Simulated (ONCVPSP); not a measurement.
## Ta (Z = 73), ONCV: configuration errors across variants

```
Element                 : Ta
Generator               : ONCVPSP 4.0.1
Type                    : optimised norm-conserving Vanderbilt (ONCV)
Functional              : PBEsol
Relativity              : fully relativistic
Frozen core             : [Kr] 4d10 4f14 5s2
Valence charge          : 11
Reference configuration : 5p6 5d3 6s1 (charge +1)
Partial waves           : 6s: rc 2.65 bohr, ncon 4, nbas 8, qcut 2.3 1/bohr, 2 projectors, debl 0.8 Ha; 5p: rc 1.60 bohr, ncon 3, nbas 7, qcut 7.1 1/bohr, 2 projectors, debl 0.9 Ha; 5d: rc 2.70 bohr, ncon 4, nbas 9, qcut 5.5 1/bohr, 2 projectors, debl 1.9 Ha
Local potential         : polynomial inside 1.40 bohr (lpopt 5, dvloc0 1 Ha)
Core correction         : Teter function fitted to the true core (icmod 2), fcfact 0.45
```

Open shells are filled in proportion to 2j + 1.

In the p channel the program set the typed energies aside and used -1.624, 0.250 Ha (j = l + 1/2; the other j can differ).

All-electron excitation energies from the reference (eV): (1) 5p6 5d3 6s2 -8.509; (2) 5p6 5d3 6s0 14.979; (3) 5p6 5d2 6s0 38.580; (4) 5p6 5d3 6s1.5 -5.029.

1 further variants failed, have other tests or too few solved ones, and are left out.

A true bound ghost makes a file unfit for plane-wave use even where its test errors are small: the radial tests pick states by their node count and pass the ghost by.

Errors AE − PS in meV (a dash: test not solved or not reliable):

| change | (1) | (2) | (3) | (4) | bound ghosts | GHOST(+) flags above zero |
| --- | --- | --- | --- | --- | --- | --- |
| base | -4.0 | -2.1 | +31 | -1.0 | s | none |
| local potential polynomial inside 1.25 bohr (lpopt 5, dvloc0 2 Ha) | -3.9 | -2.0 | +31 | -1.0 | s | none |
| s: qcut 2.2 | -3.7 | -1.7 | +29 | -0.9 | s | none |
| p: rc 2.14 | -3.9 | -2.1 | +31 | -1.0 | s | none |
| p: debl 1.85 | -4.0 | -2.1 | +31 | -1.0 | s | none |

(1) Give the same row for: core correction Teter function fitted to the true core (icmod 2), fcfact 1.08.

## Answers

(1) -3.7, -1.3, +40, -0.9; bound ghosts: s; GHOST(+) flags above zero: none.
